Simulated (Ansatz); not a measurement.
This triplet is an excited state, 1.87 eV above the relaxed singlet at the level frozen-core CCSD(T)/cc-pVTZ // PBE0-D3(BJ)/def2-SVP (Ansatz, a quantum-chemistry and plane-wave program).

These are PBE0-D3(BJ)/def2-SVP run with Ansatz values and carry that method's errors. No frequencies were computed at this level.

Ansatz 0.2 input:
```yaml
crystal:
  periodic: [false, false, false]
  atoms:
    - { symbol: C, position_ang: [-0.603903, -0.035949, -0.019574] }
    - { symbol: Si, position_ang: [1.169996, -0.726904, -0.211221] }
    - { symbol: F, position_ang: [2.260362, 0.461607, 0.176148] }
    - { symbol: H, position_ang: [-1.32798, -0.798732, -0.273059] }
    - { symbol: H, position_ang: [-0.762589, 0.282983, 1.005893] }
    - { symbol: H, position_ang: [-0.735887, 0.816995, -0.678187] }
basis:
  gaussian: { orbitals: def2-svp }
hamiltonian:
  xc: pbe0
  dispersion: d3bj
relax:
  max_steps: 150
magnetization:
  spin_polarized: true
  initial_magnetization: 2
```

Output:

```
Functional definition: PBE0
634 factors; integrals over basis functions are off by at most 4.3e-4 eV
mean field evaluation 1: about -11661.3357 eV, gradient 3.3e1 eV
mean field evaluation 2: about -11657.3512 eV, gradient 4.4e1 eV
mean field evaluation 4: about -11666.1789 eV, gradient 2.5e0 eV
mean field evaluation 8: about -11666.2151 eV, gradient 9.1e-2 eV
mean field evaluation 16: about -11666.2152 eV, gradient 4.0e-5 eV
mean field -11666.21515672 eV, -428.7254993648 hartree, gradient 4.0e-5 eV, S^2 2.001968; 0 other end points of the search recorded, 0 dependent functions left out
reference -11666.21517983 eV, -428.7255002140 hartree; 17, 15 occupied and 44, 46 virtual orbitals, 634 factors
relax step   1: F+E_penalty+E_count = -11666.29178545 eV  Δ(F+E_penalty+E_count) = +0.000e0 eV  max|allowed force component| = 7.182e-1 eV/Å  Δτ_max = 0.0000 Å  (27 SCF iters, accepted)
these checks for a lower state are left out or cut short: starts, cluster_reference, orbital_swaps, neighbouring_geometries, increment
634 factors; integrals over basis functions are off by at most 4.4e-4 eV
mean field -11666.24473757 eV, -428.7265864408 hartree, gradient 6.3e-5 eV, S^2 2.001907; 0 other end points of the search recorded, 0 dependent functions left out
reference -11666.24476089 eV, -428.7265872981 hartree; 17, 15 occupied and 44, 46 virtual orbitals, 634 factors
relax step   2: F+E_penalty+E_count = -11666.32112654 eV  Δ(F+E_penalty+E_count) = -2.934e-2 eV  max|allowed force component| = 3.224e-1 eV/Å  Δτ_max = 0.0505 Å  (26 SCF iters, accepted)
these checks for a lower state are left out or cut short: starts, cluster_reference, orbital_swaps, neighbouring_geometries, increment
634 factors; integrals over basis functions are off by at most 4.4e-4 eV
mean field -11666.25075443 eV, -428.7268075566 hartree, gradient 6.7e-5 eV, S^2 2.001858; 0 other end points of the search recorded, 0 dependent functions left out
reference -11666.25077790 eV, -428.7268084190 hartree; 17, 15 occupied and 44, 46 virtual orbitals, 634 factors
relax step   3: F+E_penalty+E_count = -11666.32704510 eV  Δ(F+E_penalty+E_count) = -5.919e-3 eV  max|allowed force component| = 9.922e-2 eV/Å  Δτ_max = 0.0263 Å  (27 SCF iters, accepted)
these checks for a lower state are left out or cut short: starts, cluster_reference, orbital_swaps, neighbouring_geometries, increment
634 factors; integrals over basis functions are off by at most 4.4e-4 eV
mean field evaluation 32: about -11666.2517 eV, gradient 6.9e-5 eV
mean field -11666.25171135 eV, -428.7268427228 hartree, gradient 6.9e-5 eV, S^2 2.001820; 0 other end points of the search recorded, 0 dependent functions left out
reference -11666.25173490 eV, -428.7268435881 hartree; 17, 15 occupied and 44, 46 virtual orbitals, 634 factors
relax step   4: F+E_penalty+E_count = -11666.32793904 eV  Δ(F+E_penalty+E_count) = -8.939e-4 eV  max|allowed force component| = 3.964e-2 eV/Å  Δτ_max = 0.0162 Å  (27 SCF iters, accepted)
these checks for a lower state are left out or cut short: starts, cluster_reference, orbital_swaps, neighbouring_geometries, increment
634 factors; integrals over basis functions are off by at most 4.4e-4 eV
mean field -11666.25177057 eV, -428.7268448990 hartree, gradient 7.4e-5 eV, S^2 2.001826; 0 other end points of the search recorded, 0 dependent functions left out
reference -11666.25179412 eV, -428.7268457645 hartree; 17, 15 occupied and 44, 46 virtual orbitals, 634 factors
relax step   5: F+E_penalty+E_count = -11666.32800082 eV  Δ(F+E_penalty+E_count) = -6.178e-5 eV  max|allowed force component| = 6.681e-3 eV/Å  Δτ_max = 0.0023 Å  (21 SCF iters, accepted)
634 factors; integrals over basis functions are off by at most 4.4e-4 eV
mean field -11666.25177057 eV, -428.7268448990 hartree, gradient 7.4e-5 eV, S^2 2.001826; 1 other end points of the search recorded, 0 dependent functions left out
reference -11666.25179412 eV, -428.7268457645 hartree; 17, 15 occupied and 44, 46 virtual orbitals, 634 factors
Total energy: -11666.32802437 eV, -428.7296471743 hartree
Atom 0 at    -0.612654    -0.021142    -0.015385 Å, force     0.006681    -0.004216    -0.001439 eV/Å
Atom 1 at     1.158429    -0.671422    -0.195741 Å, force     0.002682    -0.003763    -0.001082 eV/Å
Atom 2 at     2.336692     0.412236     0.163638 Å, force     0.001932     0.002234     0.000753 eV/Å
Atom 3 at    -1.304372    -0.833277    -0.282603 Å, force    -0.005743    -0.003107    -0.001080 eV/Å
Atom 4 at    -0.801552     0.284550     1.024870 Å, force    -0.002695     0.004271     0.002018 eV/Å
Atom 5 at    -0.776544     0.829055    -0.694779 Å, force    -0.002857     0.004580     0.000830 eV/Å
Dipole moment:    -0.423883    -0.132119    -0.047823 e Å
```

Cost: roughly 18 core-seconds.
